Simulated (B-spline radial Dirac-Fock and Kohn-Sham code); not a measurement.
Compton profile of W³¹⁺

System: tungsten as W³¹⁺ in the configuration [Kr] 4d7.

Input file task.json (cfg lists n, l and occupation; rrms is the nuclear radius in fm):

```json
{"items": [{
  "Z": 74,
  "q": 31,
  "cfg": [[1, 0, 2], [2, 0, 2], [2, 1, 6], [3, 0, 2], [3, 1, 6], [3, 2, 10], [4, 0, 2], [4, 1, 6], [4, 2, 7]],
  "A": 184,
  "rrms": 5.3658,
  "do": ["scatter"],
  "s": [0.0, 0.05, 0.1, 0.15, 0.2, 0.25, 0.3, 0.35, 0.4, 0.45, 0.5, 0.6, 0.7, 0.8, 0.9, 1.0, 1.1, 1.2, 1.4, 1.6, 1.8, 2.0, 2.5, 3.0, 3.5, 4.0, 5.0, 6.0],
  "pz": [0, 0.1, 0.13, 0.18, 0.24, 0.32, 0.43, 0.58, 0.77, 1.0, 1.4, 1.9, 2.5, 3.3, 4.4, 5.9, 8.0, 11.0, 14.0, 19.0, 26.0],
  "hv_scatter": [1000, 5000, 8047.8, 10000, 17479.3, 20000, 30000, 50000]
}]}
```

Run with: `python xray_run.py task.json out`

Level of theory: the impulse approximation on relativistic Hartree-Fock (Dirac-Fock) wave functions, averaged over the configuration; a radial B-spline solver. pz is in atomic units of momentum; subshell profiles are per electron, for a selection of subshells; open shells are spread over both j values by their weights.

| pz | J total | J 1s1/2 | J 2p1/2 | J 2p3/2 | J 4d5/2 |
| --- | --- | --- | --- | --- | --- |
| 0 | 2.347 | 0.0101 | 0.0177 | 0.0195 | 0.0727 |
| 0.43 | 2.340 | 0.0101 | 0.0177 | 0.0195 | 0.0727 |
| 0.58 | 2.334 | 0.0101 | 0.0177 | 0.0195 | 0.0727 |
| 0.77 | 2.323 | 0.0101 | 0.0177 | 0.0195 | 0.0727 |
| 1 | 2.307 | 0.0101 | 0.0177 | 0.0195 | 0.0727 |
| 1.4 | 2.269 | 0.0101 | 0.0177 | 0.0195 | 0.0727 |
| 1.9 | 2.202 | 0.0101 | 0.0177 | 0.0195 | 0.0725 |
| 2.5 | 2.094 | 0.0101 | 0.0177 | 0.0195 | 0.0717 |
| 3.3 | 1.912 | 0.0101 | 0.0176 | 0.0195 | 0.0686 |
| 4.4 | 1.619 | 0.0101 | 0.0176 | 0.0195 | 0.0591 |
| 5.9 | 1.235 | 0.00998 | 0.0175 | 0.0194 | 0.0388 |
| 8 | 0.8675 | 0.00985 | 0.0173 | 0.0190 | 0.0146 |
| 11 | 0.5881 | 0.00959 | 0.0166 | 0.0181 | 0.00401 |
| 14 | 0.4123 | 0.00926 | 0.0155 | 0.0165 | 0.00350 |
| 19 | 0.2321 | 0.00860 | 0.0127 | 0.0129 | 0.00243 |
| 26 | 0.1141 | 0.00751 | 0.00851 | 0.00791 | 0.000797 |

J(0) = 2.347. The 4p3/2 subshell gives the largest part, 17 %.

Mean momentum ⟨p⟩ by subshell (a.u.): 1s1/2 77.0, 2s1/2 27.5, 2p1/2 36.3, 2p3/2 32.1, 3s1/2 14.0, 3p1/2 16.7, 3p3/2 15.5, 3d3/2 18.5, 3d5/2 18.1, 4s1/2 8.03, 4p1/2 9.01, 4p3/2 8.57, 4d3/2 9.65, 4d5/2 9.49.

Values without a named source are computed, but for edge energies of neutral atoms, which are taken from tables.
